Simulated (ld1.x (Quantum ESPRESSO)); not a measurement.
**copper (Cu), TM: configuration errors across variants**

copper (Cu), norm-conserving Troullier–Martins (Kleinman–Bylander form), made with ld1.x (Quantum ESPRESSO) 7.5 (LDA (PZ), scalar-relativistic). Core [Ne], reference 3s2 3p6 3d10 4s1 4p0. Waves: 3s (bound): rc 0.90 bohr; 3p (bound): rc 0.95 bohr; 3d (bound): rc 0.90 bohr. Local part: all-electron potential smoothed inside 0.95 bohr (lloc = -2). Core correction: none.

Occupied shells without a wave of their own: 4s. They enter only through the test configuration that unscreens the potential.

All-electron excitation energies from the reference (eV): (1) 3s2 3p6 3d10 4s0 4p0 8.434; (2) 3s2 3p6 3d9 4s0 4p0 30.121; (3) 3s2 3p6 3d8 4s0 4p0 69.485; (4) 3s2 3p6 3d9 4s1 4p1 6.934; (5) 3s2 3p6 3d9 4s2 4p0 2.003; (6) 3s2 3p6 3d10 4s0.5 4p0 3.302; (7) 3s2 3p6 3d7 4s0 4p0 129.516; (8) 3s2 3p6 3d10 4s1 4p0 spin -0.184; (9) 3s2 3p6 3d9 4s0 4p0 spin 29.879.

Spin tests fill each open shell by Hund’s rule, majority spin first.

For the base: The 4s level has no wave, so the channel is fitted at the deeper level alone: the likely source of the large errors.

2 further variants failed, have other tests or too few solved ones, and are left out.

A true bound ghost makes a file unfit for plane-wave use even where its test errors are small: the radial tests pick states by their node count and pass the ghost by.

The file “base” misses its own reference levels by 0.4 eV. The file “wave 3s (bound): rc 0.90 bohr becomes 3s (bound): rc 0.80 bohr” misses its own reference levels by 0.4 eV. The file “wave 3s (bound): rc 0.90 bohr becomes 3s (bound): rc 0.98 bohr” misses its own reference levels by 0.5 eV. The file “wave 3s (bound): rc 0.90 bohr becomes 3s (bound): rc 1.06 bohr” misses its own reference levels by 0.5 eV. The file “wave 3s (bound): rc 0.90 bohr becomes 3s (bound): rc 1.16 bohr” misses its own reference levels by 0.4 eV. The file “wave 3s (bound): rc 0.90 bohr becomes 3s (bound): rc 1.36 bohr” misses its own reference levels by 0.3 eV.

Errors AE − PS in meV (a dash: test not solved or not reliable):

| change | (1) | (2) | (3) | (4) | (5) | (6) | (7) | (8) | (9) | bound ghosts |
| --- | --- | --- | --- | --- | --- | --- | --- | --- | --- | --- |
| base | +614 | +970 | +1379 | -30 | -593 | +264 | +1807 | -1.1 | +999 | s |
| wave 3s (bound): rc 0.90 bohr becomes 3s (bound): rc 0.80 bohr | +566 | +893 | +1267 | -29 | -547 | +244 | +1654 | -1.0 | +922 | s |
| wave 3s (bound): rc 0.90 bohr becomes 3s (bound): rc 0.98 bohr | +644 | +1019 | +1450 | -31 | -622 | +277 | +1906 | -1.1 | +1048 | none |
| wave 3s (bound): rc 0.90 bohr becomes 3s (bound): rc 1.06 bohr | +641 | +1013 | +1442 | -31 | -618 | +276 | +1898 | -1.1 | +1042 | none |
| wave 3s (bound): rc 0.90 bohr becomes 3s (bound): rc 1.16 bohr | +588 | +926 | +1315 | -29 | -564 | +253 | +1730 | -1.1 | +955 | none |
| wave 3s (bound): rc 0.90 bohr becomes 3s (bound): rc 1.36 bohr | +405 | +629 | +879 | -20 | -382 | +174 | +1145 | -0.9 | +657 | none |

Give the same row for: wave 3s (bound): rc 0.90 bohr becomes 3s (bound): rc 1.24 bohr.

–, +846, +1197, -26, -514, +232, +1572, -1.0, +874; bound ghosts: none.
